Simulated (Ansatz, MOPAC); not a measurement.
Species: SiNH4 (charge 0, doublet). SMILES: [NH][SiH3]
Geometry from a B3LYP-D3(BJ)/def2-TZVP (Ansatz, an electronic-structure program) optimisation:
```xyz
6

N      1.1558    -0.3137    -0.3124
Si    -0.4627     0.1681     0.1635
H      1.1601    -1.0363    -1.0369
H     -1.0917    -0.9642     0.8949
H     -1.3071     0.5003    -1.0142
H     -0.3738     1.3424     1.0542
```
Charge 0, spin multiplicity 2.

PM3 beside other levels, property by property. Terms: PM7 with its own dispersion and hydrogen-bond terms; valence correlation only; six Cartesian d functions in 6-31G* and its kin unless marked 5d; each state is the SCF solution reached for its charge and spin; no spin-orbit coupling; open shells spin-unrestricted; no dispersion term unless named; non-relativistic. Basis-set limits of correlation are two-point, X^-3; Hartree-Fock from the larger set. The bracket is a focal-point correction in the basis named. Ab initio and DFT rows: single points at B3LYP-D3(BJ) geometries (Ansatz), with unscaled harmonic terms from B3LYP/6-31G* (Ansatz) at its own minima, enthalpies of formation by atomisation with measured atoms. Semi-empirical rows: MOPAC heats of formation at their own minima for 298 K; differences of heats of formation at the shared geometry for vertical values. Sets without +, aug- or the D of def2-TZVPD hold no diffuse functions, which anions need.

Coupled cluster (Ansatz) is a level with limits of its own, used here on species with T1 under 0.025 (0.045 for open shells) and stable references: RI-MP2/CBS(aug-cc-pV(T+d)Z,aug-cc-pV(Q+d)Z)+[CCSD(T)-MP2]/aug-cc-pV(T+d)Z.

```csv
property,PM3 (MOPAC),PM7 (MOPAC),B3LYP/STO-3G (Ansatz),B3LYP/6-31G* (Ansatz),to compare with
vertical electron affinity to the singlet (eV),0.61,1.37,-4.43,0.82,1.77 coupled cluster
vertical ionisation energy to the triplet (eV),9.06,10.09,7.91,10.31,10.69 coupled cluster
enthalpy of formation at 298 K (kcal/mol),28.7,34.8,-51.2,53.2,44.7 coupled cluster
```

As the rows show:
- vertical electron affinity to the singlet: PM3 lies 1.16 eV below coupled cluster.
- vertical ionisation energy to the triplet: PM3 lies 1.63 eV below coupled cluster.
- enthalpy of formation at 298 K: PM3 lies 16.0 kcal/mol below coupled cluster.

The properties are those with a value to compare with, at most eight drawn at random. No case is left out for the size of its miss. Left out are saddle points of the reference geometry, anions that the best level run finds unbound, excited spin states, species near biochemistry, 298 K rows of species without real B3LYP wavenumbers, cases with under five habitual levels, runs that failed or that the program found above a lower state of the same kind, table entries that another table contradicts, and a share of species set aside by lot.
